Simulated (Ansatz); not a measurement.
```xyz
16

H    -1.2079   -1.2076   -0.7877
H    -1.0974   -1.1019   -1.5476
H    -1.0961   -1.1464    1.5622
H    -1.1004   -1.1501    0.8216
H    -1.1402    1.1031   -0.7282
H    -1.1732    1.1120   -1.5783
H    -1.1697    1.1113    1.5102
H    -1.1621    1.1420    0.7723
H     1.1684   -1.1751   -0.8324
H     1.0961   -1.1478   -1.5356
H     1.1404   -1.1711    1.5386
H     1.1018   -1.0984    0.8221
H     1.1802    1.1041   -0.7250
H     1.1270    1.1972   -1.4944
H     1.1692    1.1685    1.5326
H     1.1200    1.1129    0.8213
```

Basis set: cc-pVDZ (spherical functions). All electrons are correlated. Charge 0, multiplicity 1.

Computed with Ansatz (development build ahead of 0.2.0); each method stands on the lowest determinant of its kind that the runs found. Restricted open shells among the atoms or ions are ROHF, correlated in semicanonical orbitals with singles.

(1) Give the atomization energy at this shape (free ground-state atoms in the same class of orbitals less the molecule, no zero-point energy) of singlet H16 by RHF-MP2, RHF.

## Answers

(1)

```csv
method,atomization energy
RHF-MP2,32.27 eV
RHF,26.06 eV
```

Caution: stretched shape with no unrestricted run beside it, a lower state can exist. Caution for RHF-MP2: bonds are stretched, where a single reference can fail.
